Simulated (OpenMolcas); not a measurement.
An atom or ion with 13 electrons was computed by SS-RASPT2, IPEA 0.25 Eh, imaginary shift 0.1 Eh with spin-orbit coupling (OpenMolcas, ANO-RCC-VTZP, DKH2). The lowest levels that the run gave, each within 12 % of the measured value where one is at hand:

```json
{"J": "1/2", "Parity": "odd", "E (cm⁻¹)": "0.0", "g": "0.666"}
{"J": "3/2", "Parity": "odd", "E (cm⁻¹)": "839", "g": "1.334"}
{"J": "1/2", "Parity": "even", "E (cm⁻¹)": "69874", "g": "2.670"}
{"J": "3/2", "Parity": "even", "E (cm⁻¹)": "70177", "g": "1.735"}
{"J": "5/2", "Parity": "even", "E (cm⁻¹)": "70666", "g": "1.601"}
{"J": "3/2", "Parity": "even", "E (cm⁻¹)": "94303", "g": "0.800"}
{"J": "5/2", "Parity": "even", "E (cm⁻¹)": "94326", "g": "1.201"}
{"J": "1/2", "Parity": "even", "E (cm⁻¹)": "124642", "g": "2.000"}
{"J": "1/2", "Parity": "even", "E (cm⁻¹)": "135718", "g": "0.668"}
{"J": "3/2", "Parity": "even", "E (cm⁻¹)": "136262", "g": "1.334"}
```

Problem. Which ion is it, and what are the configurations and terms?

Solution. S3+ (Z = 16, charge +3; active space 3 electrons in 9 orbitals (RAS2 3s 3p; RAS3 3d, at most 2 electrons)). J, parity and g give the terms where levels are pure, and mixed ones are named by the computed weights; the size of the splittings, set against known spectra of the 13-electron sequence, gives the charge. In order, with the measured energies in cm⁻¹ (NIST levels in Podobedova, Kelleher and Wiese, J. Phys. Chem. Ref. Data 38, 171 (2009)): 3s² 3p ²P°_1/2, 3s² 3p ²P°_3/2 (951), 3s 3p² ⁴P_1/2 (71184), 3s 3p² ⁴P_3/2 (71529), 3s 3p² ⁴P_5/2 (72074), 3s 3p² ²D_3/2 (94103), 3s 3p² ²D_5/2 (94150), 3s 3p² ²S_1/2 (123509), 3s 3p² ²P_1/2 (133620), 3s 3p² ²P_3/2 (134245).

Active for correlation alone: 3d; no level in the range computed is led by a configuration that fills it, so any true level of that kind is missing. Some terms mix strongly with configurations of 3d, whose occupation reaches 0.17 (3s 3p² ²D). Computed and measured levels are paired by configuration, term and J; levels that our copy of the source lacks, or whose pairing is in doubt (as where it misses far off the trend of its configuration), stay unpaired and out of the deviations. Only configurations of the active space appear.

° marks odd parity.
